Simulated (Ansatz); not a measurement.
Basis sets compared for [V(H2O)6]2+ (VO₆H₁₂²⁺). Charge 2, multiplicity 4. Geometry PBE-D4/def2-SVP. Ansatz on 4 threads of Intel Xeon 6975P-C on a shared host; times are rough, and most runs start from earlier orbitals.

Cartesian coordinates in Å:
```
V 0.001 0.001 -0.002
O 1.336 -1.655 -0.180
H 2.286 -1.590 -0.401
H 1.131 -2.609 -0.120
O -1.339 1.653 0.174
H -2.290 1.582 0.388
H -1.140 2.608 0.112
O -0.439 -0.083 -2.088
H -0.066 -0.695 -2.753
H -1.041 0.517 -2.571
O 0.435 0.087 2.086
H 1.033 -0.513 2.575
H 0.066 0.708 2.745
O 1.666 1.282 -0.377
H 2.229 1.706 0.302
H 1.941 1.659 -1.236
O -1.660 -1.284 0.384
H -1.924 -1.658 1.248
H -2.224 -1.717 -0.287
```

The 6-31G sets use Cartesian d functions.

```json
{"level": "HF/STO-3G", "functions": "60", "energy (Eh)": "-1383.0011", "HOMO (eV)": "-13.21", "LUMO (eV)": "1.77", "wall time": "0.45 s"}
{"level": "HF/6-31G", "functions": "107", "energy (Eh)": "-1398.5576", "HOMO (eV)": "-17.95", "LUMO (eV)": "-5.04", "wall time": "1.1 s"}
{"level": "PBE-D4/def2-SVP", "functions": "175", "energy (Eh)": "-1400.9791", "HOMO (eV)": "-11.06", "LUMO (eV)": "-8.83", "wall time": "2.2 s"}
{"level": "PBE0-D4/def2-SVP", "functions": "175", "energy (Eh)": "-1401.0318", "HOMO (eV)": "-13.30", "LUMO (eV)": "-7.78", "wall time": "3.2 s"}
```

(1) Estimate the rows for PBE-D4/def2-TZVP (with forces), PBE0-D4/def2-TZVP.

Results:

(1) 
```json
{"level": "PBE-D4/def2-TZVP (with forces)", "functions": "303", "energy (Eh)": "-1401.6600", "HOMO (eV)": "-11.45", "LUMO (eV)": "-9.26", "wall time": "4.6 s"}
{"level": "PBE0-D4/def2-TZVP", "functions": "303", "energy (Eh)": "-1401.7003", "HOMO (eV)": "-13.56", "LUMO (eV)": "-7.98", "wall time": "9 s"}
```
